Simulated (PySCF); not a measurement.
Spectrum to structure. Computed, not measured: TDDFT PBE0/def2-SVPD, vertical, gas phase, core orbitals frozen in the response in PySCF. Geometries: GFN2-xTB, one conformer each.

```tsv
state	λ (nm)	f
S1	187.9	0.0017
S2	185.6	0.0003
S3	181.3	0.0096
S4	178.1	0.0005
S5	177.3	0.0034
S6	176.3	0.0091
S7	161.8	0.061
S8	161.2	0.022
```

Triplets computed (Tamm–Dancoff): 5.36, 5.43, 5.90 eV.

Orbital energies (eV): HOMO-3 -8.65, HOMO-2 -8.55, HOMO-1 -8.07, HOMO -8.07, LUMO 0.34, LUMO+1 0.45, LUMO+2 0.79.

**Question.** Which structure fits? All have the formula C6H5F.
A. `C#CCC#CCF`
B. `F[C@]12C=C[C@H]1C=C2`
C. `C#CC(CF)C#C`

**Answer.** C. Its S1, at 6.60 eV, is the highest among the candidates; the nearest of the others has S1 at 6.03 eV. S1 is HOMO-1→LUMO (63%), HOMO-1→LUMO+1 (13%). Löwdin shares by element: HOMO (one of a set within 0.03 eV) carbon 93% or more; LUMO carbon 71% or more (atoms not listed hold the other 29%). At the same level the other candidates give, for their lowest levels:
- `F[C@]12C=C[C@H]1C=C2`: 238 nm (f 0.000); 233 nm (f 0.014); 196 nm (f 0.012); 183 nm (f 0.000); 178 nm (f 0.000); T1 3.63 eV; HOMO -7.35, LUMO -0.99 eV
- `C#CCC#CCF`: 205 nm (f 0.001); 189 nm (f 0.006); 183 nm (f 0.003); 180 nm (f 0.026); 178 nm (f 0.002); T1 5.21 eV; HOMO -7.80, LUMO 0.06 eV

The values belong to the conformer `[CH:1]#[C:2][CH:3]([C:4]#[CH:5])[CH2:6][F:7]`: C2–C3–C6–F7 70°.
